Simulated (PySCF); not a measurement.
## Dipole response of As²⁺ (arsenic, charge +2)

[Ar] 3d10 4s1 4p2, high-spin 4P determinant (an excited configuration). All numbers are calculated (PySCF 2.14, scalar relativity by spin-free X2C-1e, in x2c-QZVPPall with one added diffuse shell each of s, p, d, f type (12s9p6d5f1g, 113 functions)). Coupled (time-dependent) response in atomic units; α is the mean over directions.

| method | mean α (bohr³) | α xx, yy, zz | C₆ (like pair) | S(−4) |
| --- | --- | --- | --- | --- |
| CAM-B3LYP | 9.335 | 9.648, 9.179, 9.179 | 39.85 | 29.90 |

S(−4) is the Cauchy moment in α(ω) = α(0) + S(−4) ω² + …

Spin-orbit coupling is absent.

α(iu) at CAM-B3LYP:

```tsv
u (hartree)	α(iu) (bohr³)
0	9.335
0.0500	9.261
0.100	9.046
0.200	8.287
0.300	7.290
0.500	5.340
0.750	3.622
1.00	2.588
1.50	1.545
2.00	1.066
3.00	0.6382
5.00	0.3352
```

A single London oscillator, α(iu) = α/(1 + u²/ω²), gives C₆ = (3/4) ω α². Matching the computed C₆ needs ω = 4 × 39.85 / (3 × 9.335²) = 0.610 hartree.

For an ion, C₆ is the dispersion term alone; charge-induced terms of lower order in 1/R come first.

The components differ because the open shell of this determinant is not spherical; for a pure term their mean is the scalar polarisability.
